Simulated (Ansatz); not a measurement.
Program: Ansatz. Geometries: PBE0-D4/def2-TZVP. ΔE: electronic, gas phase. CCSD(T)/CBS is the MP2 limit (def2-TZVPP, def2-QZVPP) plus CCSD(T) − MP2 in def2-TZVPP, frozen cores. Double bonds are as drawn, so ΔE can hold a change between cis and trans. DFT in def2-TZVPP. For Se outer-core shells are correlated without core-valence functions, which leaves a few kJ/mol of doubt a bond. Scalar relativity is left out up to krypton. One conformer a species, not always the lowest.

Consider the formal exchange of groups at the Se–C bond: `C/C=C(\F)[SeH]` + `O[SiH3]` → `O[SiH2][SeH]` + `C/C=C\F`.

`C/C=C(\F)[SeH]`:

```xyz
10

C     1.544   -0.048    0.311
C     0.256   -0.249   -0.409
C    -0.943   -0.011    0.103
F    -1.082    0.490    1.340
Se   -2.577   -0.461   -0.746
H     1.385    0.301    1.330
H     2.112   -0.982    0.349
H     2.168    0.683   -0.211
H     0.280   -0.616   -1.428
H    -3.145    0.893   -0.640
```

`O[SiH3]`:

Z-matrix (Å, degrees):
```
Si
O 1 1.648
H 1 1.489 2 111.7
H 1 1.489 2 111.7 3 120.9
H 1 1.481 2 105.9 3 -119.6
H 2 0.957 1 117.9 3 -60.5
```

`O[SiH2][SeH]`:

Z-matrix (Å, degrees):
```
Si
Se 1 2.282
O 1 1.641 2 113.4
H 1 1.477 2 107.8 3 116.2
H 1 1.484 2 106.6 3 -123.6
H 2 1.468 1 92.5 3 97.5
H 3 0.959 1 117.7 2 -46.2
```

`C/C=C\F`:

Z-matrix (Å, degrees):
```
C
C 1 1.489
H 1 1.094 2 110.9
H 1 1.094 2 110.9 3 118.6
H 1 1.090 2 111.5 3 -120.7
C 2 1.320 1 125.7 3 120.9
H 2 1.085 1 118.7 3 -59.1
F 6 1.342 2 122.5 1 -0.0
H 6 1.083 2 125.4 1 180.0
```

```csv
level,ΔE (kJ/mol),difference from CCSD(T)/CBS
r2SCAN-D4,-114.3,1.3
r2SCAN,-114.6,1.0
PBE0,-116.6,-1.0
HF/def2-TZVPP,-121.1,-5.5
SCS-MP2/def2-TZVPP,-106.9,8.7
CCSD/def2-TZVPP,-111.6,4.0
CCSD(T)/def2-TZVPP,-109.1,6.5
MP2/def2-QZVPP,-113.0,2.6
HF/CBS(def2),-120.9,-5.3
MP2/CBS(def2),-115.9,-0.3
CCSD(T)/CBS,-115.6,0
```

Largest T1 diagnostic among the species: 0.011.

From PBE to PBE0 (25 % exact exchange), in def2-TZVPP and without D4, ΔE moves by −4.9 kJ/mol. In def2-TZVPP, CCSD(T) changes the Hartree–Fock value by +12.0 kJ/mol (the triples alone add +2.5 kJ/mol) and MP2 by +11.8 kJ/mol.
